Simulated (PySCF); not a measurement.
An unknown shows these calculated signals:

1H NMR (600 MHz, computed): δ 6.64 (m, 1H), 6.34 (m, 1H), 6.18 (m, 1H), 5.52 (m, 1H), 5.45 (m, 1H), 4.91 (s, 3H), 4.38 (d, 2H).

13C{1H} NMR (computed): δ 145.3 (CH), 142.6 (CH), 139.5 (CH), 125.1 (CH2), 70.9 (CH2).

[PySCF 2.14.0 with density-fitted response routines: NMR shieldings at PBE0/pcSseg-1/GIAO; geometry: GFN2-xTB; fast rotation and ring inversion assumed for equivalent nuclei; non-relativistic; one computed conformer; in vacuum]

Chemical shifts δ = σref − σ; 1H (31.72 ppm) and 13C (186.93 ppm) against TMS, all at this level.

Question: Which of these does the molecule contain: an NH or NH2 group, a non-aromatic C=C double bond, a CH3CH2 unit, a carboxylic acid, a vinyl group CH=CH2, a Si–H bond?

Answer: 
- An NH or NH2 group: no.
- A non-aromatic C=C double bond: yes.
- A CH3CH2 unit: no.
- A carboxylic acid: no.
- A vinyl group CH=CH2: yes (δC 125.1, 145.3; δH 5.52 (m), 5.45 (m), 6.64 (m)).
- A Si–H bond: yes (δH 4.91 (s)).

The data belong to `InChI=1S/C5H10OSi/c1-2-3-4-5-6-7/h2-4H,1,5H2,7H3/b4-3+`; they needn't prove each group on their own.

Carbon signals by region: 4 in the sp2 and nitrile region (100–160 ppm), 1 at 50–100 ppm.

Shifts are as computed. Against solution values, carbons near 30 ppm lie about +3 ppm off and those near 130 ppm about +5 ppm. Of 1309 compounds with measured shifts, 239 miss one by over three times the rms of a fit or turn the order of signals round; such compounds aren't used in these exercises. No couplings were computed; multiplicities are counted from neighbouring protons, with m where these are inequivalent, close in shift, in a saturated or five-membered ring or joined by F or P, and br s for small geminal =CH2 splittings.
